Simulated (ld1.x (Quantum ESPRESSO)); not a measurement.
Values are calculated unless marked as measured or tabulated.
# Pseudopotentials across the periodic table

Generated with ld1.x 7.5 (TM, RRKJ, ultrasoft, PAW), atompaw 4.2 or ONCVPSP 4.0.1. The cutoff is in Ry: for ld1.x and atompaw files where the sum of valence levels is converged to 10 mRy in a Bessel basis, for ONCV files where the hardest occupied wave has 1 mHa per electron of residual kinetic energy. The error is the largest all-electron minus pseudo excitation energy over each file’s own four to seven test configurations (ionisations up to +4, promotions, holes and added fractions of an electron), all of which were solved. The labels leave out finer settings (local radius, basis sizes, second energies), which also bear on the numbers. Spin-polarised tests are not counted. The rows are a selection from randomly drawn settings: files with unsolved tests, undetermined cutoffs or missed reference levels are left out.

A true bound ghost makes a file unfit for plane-wave use even where its test errors are small: the radial tests pick states by their node count and pass the ghost by.

| element | potential | cutoff (Ry) | largest error (meV) | bound ghosts |
| --- | --- | --- | --- | --- |
| N | PAW, PBE, non-relativistic, rc 1.25/1.35/1.10 (spd), local smoothed, core correction yes, reference 2s2 2p2 | 35 | +12 | none |
| Mg | TM, PBE, non-relativistic, rc 2.75/2.75 (sp), local s, core correction no, reference 3s2 3p0 | 6 | +116 | none |
| P | TM, PBEsol, scalar-relativistic, rc 1.20/1.20/1.10 (spd), local smoothed, core correction no, reference 3s2 3p1.5 | 70 | +41 | s |
| S | TM, PBE, scalar-relativistic, rc 1.50/1.60 (sp), local s, core correction no, reference 3s2 3p4 | 40 | +66 | none |
| As | TM semilocal, LDA (PZ), scalar-relativistic, rc 1.35/1.50/1.40 (spd), local d, core correction yes, reference 4s2 4p0 | 40 | -76 | none |

Problem. Fill in the row for K: TM, PBE, scalar-relativistic, rc 4.20/4.20/4.55 (spd), local s, core correction yes, reference 4s1 4p0.

Solution. cutoff 6 Ry, largest error -5.3 meV, bound ghosts: none.
